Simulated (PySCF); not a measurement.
FHOSn, neutral, multiplicity 1. Atoms are numbered in the order given.

```xyz
4

Sn    -0.3673     0.0267     0.0000
F      1.0829     1.3732     0.0000
O      0.8536    -1.5517     0.0000
H      1.7910    -1.2821     0.0000
```
Charge 0, spin multiplicity 1.

Geometry: PBE-D3(BJ)/def2-TZVP. The def2 effective core potentials stand for the cores of Sn; spin–orbit coupling is left out. Other conformers were not sampled.

All values below come from C-PCM-PBE0/def2-SVP (PySCF).

The values are the electrostatic part of the solvation free energy, E(continuum) − E(gas) at the gas-phase geometry, in a cavity of scaled van der Waals radii (PySCF's table); cavitation and dispersion terms are not included. A continuum can't describe solvent molecules that bind to the metal. In vacuum the orbital gap is 5.72 eV. The dipole moment in vacuum is 1.66 D.

| solvent | ε | ΔG(elec) (kcal/mol) | dipole (D) | gap (eV) |
|---|---|---|---|---|
| water | 78.36 | ? | ? | ? |
| 1-octanol | 9.86 | -6.7 | 2.04 | 5.87 |
| diethylether | 4.24 | -5.6 | 1.97 | 5.85 |

Q: Fill in the missing entries. (An estimate is asked for; the answer gives what the named calculation found.)

A: 
- water, ΔG(elec) (kcal/mol): -7.4
- water, dipole (D): 2.09
- water, gap (eV): 5.88
